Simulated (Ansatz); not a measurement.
2,2'-bipyridine (C₁₀H₈N₂), SMILES c1ccc(-c2ccccn2)nc1.

Geometry: CAM-B3LYP-D3(BJ)/def2-SVP. One conformer was computed; it need not be the lowest.

All values below come from CAM-B3LYP-D3(BJ)/def2-SVP (Ansatz, an electronic-structure program).

Each state was relaxed at this level (stationary points, no frequency check), unrestricted for open shells, gas phase, no zero-point terms. λ is the four-point inner reorganisation energy.

| quantity | at the neutral's geometry (eV) | adiabatic (eV) | at the other state's geometry (eV) | relaxation of that state (meV) | relaxation of the neutral (meV) | λ (meV) |
|---|---|---|---|---|---|---|
| ionisation energy | 8.60 | 8.45 | 8.30 | 152 | 156 | 308 |
| T1 energy | 3.84 | 3.15 | 2.45 | 692 | 701 | 1393 |
